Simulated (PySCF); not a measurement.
**Vibration and rotation of SbH**

UHF-CCSD(T) constants of SbH, ³Σ⁻ (triplet), unpaired electrons π ↑↑ (PySCF, scalar-relativistic core potentials, basis sets Sb aug-cc-pVDZ-PP with ECP28, H aug-cc-pVDZ; masses 120.9038 and 1.0078 u):

* ωe: 1883.7 cm⁻¹
* ωexe: 34.0 cm⁻¹
* Be: 5.664 cm⁻¹
* αe: 0.157 cm⁻¹
* De to Sb + H: 2.38 eV

(1) What force constant and bond length do these constants imply?

(2) Estimate the centrifugal constant D from the Kratzer relation and find the Dunham coefficient a1.

Correlated steps freeze 4 core orbitals. Correlated levels converge slowly with the basis: in double zeta they bind strong bonds too weakly, by up to about 1 eV, and carry superposition errors of some tenths. Spin–orbit coupling is left out, which matters for elements this heavy, above all for dissociation energies. The state was picked by a PBE0 search and need not be the measured ground state.

## Answers

(1) Reduced mass μred = 0.99949 u; k = 5.8918×10⁻⁷·μred·ωe² (u, cm⁻¹, mdyn/Å) = 2.09 mdyn/Å; Re = √(16.8576/(μred·Be)) (u, cm⁻¹, Å) = 1.726 Å.

(2) D = 4Be³/ωe² = 0.000205 cm⁻¹; a1 = −1 − αeωe/(6Be²) = -2.54.
